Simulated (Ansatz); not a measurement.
Molecule: ZrI2, net charge 0, triplet state. The spin state was set by rule; other spins were not relaxed. 
Coordinates optimised at B3LYP-D3(BJ)/def2-TZVP (Ansatz, an electronic-structure program):
```
Zr
I 1 2.7397
I 1 2.7397 2 180.00
```
Charge 0, spin multiplicity 3.

Basis-set convergence of Hartree-Fock and CCSD(T) correlation energies (hartree) with Ansatz. Correlated levels leave the core frozen unless marked. Open shells are spin-unrestricted. No spin-orbit coupling. The frozen core is the preceding noble-gas configuration, with the filled d and f shells of earlier blocks. Past Kr the def2 sets carry scalar-relativistic core potentials.

```json
[
 {"basis": "def2-SVP", "functions": "83", "E(HF)": "-639.95592", "E(corr, CCSD(T))": "-0.26680"},
 {"basis": "def2-TZVPP", "functions": "156", "E(HF)": "[?]", "E(corr, CCSD(T))": "[?]"}
]
```

Problem. What belongs in the gaps?

Solution. 
- def2-TZVPP, E(HF): -639.98836
- def2-TZVPP, E(corr, CCSD(T)): -0.37785
